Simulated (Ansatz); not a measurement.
CHO2, charge +1, singlet, geometry from GFN2-xTB. Base run: CCSD(T)/def2-TZVP (Ansatz, a first-principles code).

Ansatz was given this input:
Ansatz 0.2 input:
```yaml
crystal:
  periodic: [false, false, false]
  atoms:
    - {symbol: O, position_ang: [1.21306943, -0.14410509, -0.06170642]}
    - {symbol: C, position_ang: [0.10887143, -0.00061822, -0.02177577]}
    - {symbol: O, position_ang: [-1.06740096, 0.07785148, 0.11883730]}
    - {symbol: H, position_ang: [-1.81857638, 0.53373819, -0.32639241]}
basis:
  gaussian:
    orbitals: def2-TZVP
total_charge: 1
magnetization: {spin_polarized: false}
correlation: {method: ccsd_t}
```

Each row names what was changed in the base input (with any setting that the change needs).

```
change                                                             ΔE vs base (mEh)  MP2 correlation (Eh)  CC correlation without the perturbative part (Eh)  basis functions
-----------------------------------------------------------------  ----------------  --------------------  -------------------------------------------------  ---------------
base                                                                          0.000              -0.58757                                           -0.58463               99
method = bccd                                                            (withheld)              -0.58757                                         (withheld)               99
method = rpa                                                                -41.632                     -                                                  -               99
reference functional = pbe0                                              (withheld)                     -                                         (withheld)               99
lower_state_search = off                                                      0.000              -0.58757                                           -0.58463               99
fitting = cc-pVTZ-JKFIT (mean field), cc-pVTZ-RIFIT (correlation)            -0.129              -0.58750                                           -0.58492               99
electrons = outside_noble_gas                                                 0.000              -0.58757                                           -0.58463               99
diis_vectors = 2                                                              0.000              -0.58757                                           -0.58463               99
method = mp2                                                             (withheld)              -0.58757                                                  -               99
accuracy = high                                                               0.000              -0.58757                                           -0.58463               99
```

Question: Complete the blanks.

Answer: 
- method = bccd, ΔE vs base (mEh): 27.686
- method = bccd, CC correlation without the perturbative part (Eh): -0.58272
- reference functional = pbe0, ΔE vs base (mEh): 1.209
- reference functional = pbe0, CC correlation without the perturbative part (Eh): -0.59981
- method = mp2, ΔE vs base (mEh): 22.839
